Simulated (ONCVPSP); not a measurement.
**Transferability test, ONCV potential for C (Z = 6)**

| Property | Result |
| --- | --- |
| Element | carbon |
| Generator | ONCVPSP 4.0.1 |
| Type | optimised norm-conserving Vanderbilt (ONCV) |
| Functional | PBE |
| Relativity | scalar-relativistic |
| Frozen core | [He] |
| Valence charge | 4 |
| Reference configuration | 2s2 2p2 |
| Partial waves | 2s: rc 0.90 bohr, ncon 3, nbas 7, qcut 5.7 1/bohr, 2 projectors, debl 0.5 Ha; 2p: rc 2.80 bohr, ncon 4, nbas 8, qcut 3.8 1/bohr, 1 projector; d scattering state at 0.04 Ha: rc 2.70 bohr, ncon 4, nbas 9, qcut 3.1 1/bohr, 1 projector |
| Local potential | polynomial inside 0.90 bohr (lpopt 5, dvloc0 2 Ha) |
| Core correction | Teter function, fcfact 3.75, rcfact 1.2 |

In the s channel the program set the typed energies aside and used -0.505, 0.250 Ha.

Energies are relative to the spin-unpolarised reference configuration 2s2 2p2; without spin polarisation the order of configurations can differ from experiment.

| valence configuration | charge | ΔE all-electron (eV) | error AE − PS (meV) |
| --- | --- | --- | --- |
| 2s1 2p0 | +3 | 83.211 | +2803 |
| 2s0 2p4 | 0 | 16.975 | -201 |

Question: What are ΔE and the potential's error for 2s2 2p1?

Answer: ΔE = 10.861 eV all-electron; the error (AE − PS) is +185 meV.

Question: What are ΔE and the potential's error for 2s2 2p0?

Answer: ΔE = 35.017 eV all-electron; the error (AE − PS) is +1472 meV.

Note: no bound ghost flagged; GHOST(+) flagged for d at 38.7 eV.
